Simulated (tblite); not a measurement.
Problem. What does the GFN2-xTB structure of InChI=1S/C4H10ClPSi2/c1-7-4(5)2-3-8(4)6/h2-3,8H,6-7H2,1H3/t4-,8-/m0/s1 look like in three dimensions?

Solution. 
```xyz
18
C4H10ClPSi2 angstrom
C      2.5463    0.3819   -0.6369
Si     1.4948   -1.1944   -0.5771
C     -0.1909   -0.7378    0.1827
Cl    -1.1856   -2.2499    0.1631
C     -0.1546   -0.1455    1.5504
C     -0.7713    1.0367    1.4582
Si    -1.2616    0.8013   -0.3578
P     -3.2688    0.0008   -0.9178
H      2.1052    1.1252   -1.2941
H      2.6436    0.8307    0.3473
H      3.5453    0.1693   -1.0029
H      1.2459   -1.7258   -1.9182
H      2.1260   -2.2060    0.2765
H      0.2957   -0.6158    2.4109
H     -0.8916    1.7721    2.2370
H     -0.7191    1.7375   -1.3481
H     -3.6913   -0.2200    0.3823
H     -3.8768    1.2459   -0.9672
```

Orientation and origin are arbitrary. Atoms count from 1 in this order. Si2 (SiH2 silicon) is tetrahedral (angles from 107.6° to 111.5°). The 2 C–C bonds span 1.337 Å (C5=C6, drawn double) to 1.491 Å (C3–C5, drawn single), a spread of 0.154 Å. P8 (three-coordinate phosphorus) is pyramidal (angles 95.5°, 94.7° and 92.5°, sum 282.6°, 0.84 Å off the plane of its three neighbours). Si7 (SiH silicon) has angles from 72.0° to 121.2°.

Bonds between heavy atoms (Å): C1–Si2 1.896, Si2–C3 1.905, C3–Cl4 1.810, C3–C5 1.491, C5=C6 1.337, C6–Si7 1.896, Si7–P8 2.232, C3–Si7 1.951.

Structure optimised with GFN2-xTB, isolated species.

Point group: C1 (no symmetry element, even within 0.4 Å). Its GFN2-xTB frequencies are all real (lowest 44 cm⁻¹). The numbers are those of one conformer (C1–Si2–C3–Cl4 178°, C6–Si7–P8–H -3° and 90°). 3 starts were optimised and ended at 0.00, 0.38 and 0.39 kcal/mol (GFN2-xTB); the lowest of these is shown.

Hardware: one thread, Arm Neoverse V1 (aarch64), shared host with 32 logical CPUs at a one-minute load of 25. Cost: 1.6 s of wall time. That covers the optimisation of the geometry.

The numbers are calculated, not measured.
